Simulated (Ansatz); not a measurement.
The cluster Cu2Pt⁻. Total charge -1; doublet. Geometry r2SCAN-D4/def2-TZVP, that of the neutral singlet; atoms count from 1.

```xyz
3

Pt    0.543   -0.785    0.954
Cu   -1.253   -0.302   -0.490
Cu    0.710    1.087   -0.464
```

In the def2 sets Pt takes a core potential; there is no spin–orbit coupling. The highest occupied level of the charge -1 doublet lies above zero (up to 0.38 eV). By energy differences its removal costs 1.01 eV (vertical, to the charge 0 singlet, at PBE0-D4/def2-TZVPD); a positive level beside a positive removal energy at the same level points to self-interaction error. The structure comes from a short search, and lower isomers may exist.

Problem. Estimate the Mulliken populations from the PBE0/def2-TZVPD orbitals of Ansatz.

Solution. 
```json
{"atom": "Pt1", "charge (e)": "-0.26", "spin (α − β)": "0.56", "d electrons": "9.31"}
{"atom": "Cu2", "charge (e)": "-0.37", "spin (α − β)": "0.22", "d electrons": "9.93"}
{"atom": "Cu3", "charge (e)": "-0.37", "spin (α − β)": "0.22", "d electrons": "9.93"}
```
Mulliken values and Mayer orders depend strongly on the basis. With diffuse functions, as here, like atoms can get unlike values, and bond orders can come out too low or too high.

Problem. Where does the spin sit?

Solution. Summed by element: Pt 0.56, Cu 0.44, of 1 unpaired in all. Largest on single atoms: Pt1 0.56, Cu2 0.22, Cu3 0.22.

Problem. And the Mayer bond orders between bonded heavy atoms (over 0.3)?

Solution. Pt1–Cu2 0.97 (2.35 Å); Pt1–Cu3 0.97 (2.35 Å); Cu2–Cu3 0.85 (2.41 Å).
